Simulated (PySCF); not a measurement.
PySCF input for C₂H₆FNSe, SMILES CN(C)[Se]F, KT2/pcSseg-1. Coordinates come from a ωB97X-D3(BJ)/def2-SVP optimisation. The structure was generated by enumeration, and PubChem lists no compound with its InChIKey, so it may never have been made. Other conformers were not sampled.

```python
import numpy as np
from pyscf import gto, scf, dft
from pyscf.prop.nmr import rks as nmr

mol = gto.M(
    atom='''
    Se   -0.76601678   -0.41033078   -0.00000000
    F    -1.33189416    1.29382102    0.00000001
    N     0.99063217   -0.22145959    0.00000000
    C     1.66721341    0.18143168   -1.22608878
    C     1.66721341    0.18143166    1.22608877
    H     1.71273346    1.28149381   -1.32865396
    H     2.69801341   -0.21097916   -1.22425346
    H     1.13456911   -0.23056736   -2.09358245
    H     2.69801342   -0.21097917    1.22425345
    H     1.71273347    1.28149380    1.32865397
    H     1.13456911   -0.23056739    2.09358246
    ''',
    basis='pcSseg-1',
    charge=0,
    spin=0,
    max_memory=1600,
    verbose=3,
)
mf = dft.RKS(mol, xc='kt2')
mf.grids.level = 3
mf.conv_tol = 1e-10
mf.max_cycle = 100
mf.kernel()
n = nmr.NMR(mf)
n.verbose = 2
n.max_cycle_cphf = 60
sigma = n.kernel()
print('atom   isotropic/ppm   span/ppm')
for i, s in enumerate(sigma):
    w = np.linalg.eigvalsh((s + s.T) / 2)
    print(f'{mol.atom_symbol(i):2s}{i + 1:3d} {w.mean():14.3f} {w[2] - w[0]:11.3f}')
```

Log of the run:

```
converged SCF energy = -2648.54321424172
atom   isotropic/ppm   span/ppm
Se  1       -403.179    2067.968
F   2        415.480     724.671
N   3        129.742     147.143
C   4        127.413      98.102
C   5        127.413      98.102
H   6         27.307       8.855
H   7         27.877       9.803
H   8         27.689       8.608
H   9         27.877       9.803
H  10         27.307       8.855
H  11         27.689       8.608
```

The calculation finished and met its thresholds.

Cost: about 40 core-seconds (a rough figure).
